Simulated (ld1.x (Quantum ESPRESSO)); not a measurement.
## Configuration tests for magnesium (TM)

```
Element                 : magnesium
Generator               : ld1.x (Quantum ESPRESSO) 7.5
Type                    : norm-conserving Troullier–Martins (Kleinman–Bylander form)
Functional              : PBE
Relativity              : scalar-relativistic
Frozen core             : [He]
Valence charge          : 10
Reference configuration : 2s2 2p6 3s1.75 3p0.25
Partial waves           : 2s (bound): rc 0.85 bohr; 2p (bound): rc 0.95 bohr
Local potential         : the p channel
Core correction         : none
```

Occupied shells without a wave of their own: 3p, 3s. They enter only through the test configuration that unscreens the potential.

Energies are relative to the spin-unpolarised reference configuration 2s2 2p6 3s1.75 3p0.25; without spin polarisation the order of configurations can differ from experiment.

```tsv
valence configuration	charge	ΔE all-electron (eV)	error AE − PS (meV)
2s2 2p6 3s2 3p0	0	-0.851	-4.4
2s2 2p6 3s0 3p0	+2	22.135	+157
2s1 2p6 3s2 3p0	+1	90.620	-150
2s2 2p6 3s1.5 3p0	+0.5	2.293	+21
2s2 2p6 3s0 3p1	+1	11.477	+65
```

What are ΔE and the potential's error for 2s2 2p6 3s1 3p0?

ΔE = 7.109 eV all-electron; the error (AE − PS) is +55 meV.

What are ΔE and the potential's error for 2s2 2p6 3s0 3p2?

ΔE = 6.332 eV all-electron; the error (AE − PS) is +25 meV.
